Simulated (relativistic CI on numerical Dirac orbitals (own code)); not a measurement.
## Tm3+: computed level list

Method of calculation: Dirac-Coulomb-Breit CI, orbitals from a KLI potential per configuration, a model potential for QED, valence Slater integrals scaled by 0.85, configuration energies shifted to the measured levels that pair with them (semi-empirical) (own radial code, finite nucleus).

Configurations in the expansion (outside the closed core [Kr] 4d10 5s2): 4f12 5p6, 4f11 5p6 5d, 4f10 5p6 5d2, 4f11 5p6 6s, 4f12 5p5 5d, 4f11 5p6 6p, 4f14 5p4, 4f13 5p5, 4f11 5p6 6d, 4f11 5p6 5f, 4f11 5p6 7s, 4f12 5p5 5g, 4f12 5p5 6s, 4f11 5p6 5g, 4f11 5p6 7d, 4f13 5p4 6s, 4f11 5p6 6g, 4f11 5p6 7g. Levels of other configurations are missing.

The lowest level is 4f12 5p6 3H_6, with 98 % of that term; Hund's rules for 4f12 5p6 give 3H with J = 6, in agreement.

```csv
No.,Configuration,Term,J,E (cm⁻¹),%,Next component (%)
1,4f12 5p6,3H,6,0.0,98,1 4f10 5p6 5d2 3H
2,4f12 5p6,3F,4,5673.1,55,34 1G
3,4f12 5p6,3H,5,7966.6,98,1 4f10 5p6 5d2 3H
4,4f12 5p6,3H,4,12299.7,55,33 3F
5,4f12 5p6,3F,3,14706.4,98,1 4f10 5p6 5d2 3F
6,4f12 5p6,3F,2,15601.0,79,18 1D
7,4f12 5p6,1G,4,20215.9,54,34 3H
8,4f12 5p6,1D,2,29444.9,50,32 3P
9,4f12 5p6,1I,6,35343.7,98,1 4f10 5p6 5d2 1I
10,4f12 5p6,3P,0,38152.8,92,6 1S
11,4f12 5p6,3P,1,39121.0,98,1 4f10 5p6 5d2 3P
12,4f12 5p6,3P,2,40091.6,65,31 1D
```

Energies count from the lowest computed level. The list stops below the first level whose count of f electrons has no measured partner.

The mean weight of the leading LS term, summed over parents, in these 12 levels is 78 %, and that of the leading jj configuration (from the same eigenvectors) 79 %.

Configurations whose levels could be paired with our table of measured levels were shifted onto them, all but the ground configuration, by the median error of their levels; single terms can still be off by 1,000 to 2,000 cm⁻¹ or more, and rates follow the energies as ν³ (E1, M1) or ν⁵ (E2). The others borrow a shift and can be off by several thousand cm⁻¹ or more. The fine structure of a lone outer electron comes out too small, for d and f at times inverted, and misplaced configurations move strength between like terms. 5 of the 9 excited levels that our extract of the measured tables holds in this range could be paired (the sources list more); they are missed by 526 cm⁻¹ on average and 1559 at most, after the shifts were fitted to these levels, and levels without a partner can miss by more. Some levels of the ground configuration have no partner and can miss by 10 % or more.

LS names give the leading component of a level, which can be under half, so a name can repeat, a term be missing and a line seem to break the LS rules.
